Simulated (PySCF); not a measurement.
C2H6N, SMILES [CH2]CN, multiplicity 2.

Coordinates come from a PBE0-D3(BJ)/def2-TZVP optimisation. The isomer is the one that the SMILES or the coordinates give; other isomers of the formula were not compared. The values are those of a single conformer.

The numbers are results of PBE/def2-TZVPD in PySCF, not measurements.

The molecule is in vacuum.

| Property | Result |
|---|---|
| total energy | -134.37269 hartree |
| α spin, highest occupied and lowest empty level | -4.63 and -0.26 eV |
| β spin, highest occupied and lowest empty level | -5.55 and -2.54 eV |
| dipole moment | 0.272 e·Å |
| quadrupole, principal values (traceless, Buckingham form, about the centre of nuclear charge) | -3.64, 0.79, 2.86 D·Å |
| mean static polarisability | 40.0 bohr³ (5.92 Å³) |
| polarisability, principal values | 35.3, 39.2, 45.3 bohr³ |
| ⟨S²⟩ | 0.754 (pure state 0.75) |
